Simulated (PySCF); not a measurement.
## PmB at PBE

Computed with PBE; Pm x2c-SVPall, B x2c-SVPall; spin-free X2C with a Gaussian nucleus (PySCF 2.14).

```
state                                           : nonet, about 4.8 electrons in the 4f shell (Mulliken), real f orbitals that mix terms
bond length                                     : 2.336 Å
harmonic wavenumber                             : 479 cm⁻¹
force constant                                  : 1.38 mdyn/Å
rotational constant Be                          : 0.3019 cm⁻¹
anharmonicity ωexe                              : 2.27 cm⁻¹
vibration–rotation constant αe                  : 0.00183 cm⁻¹
well depth De to Pm (4f5 6s2) + B               : 2.18 eV
dissociation energy D0                          : 2.15 eV
bond order (Mayer)                              : 2.02
dipole moment (positive dipole means Pm(−)B(+)) : -4.35 D
```

These are scalar-relativistic numbers at best; spin–orbit coupling would shift them, the dissociation energy most. The state is the lowest single determinant that the PBE0 search found; with open d or f shells the true ground state can be another one.
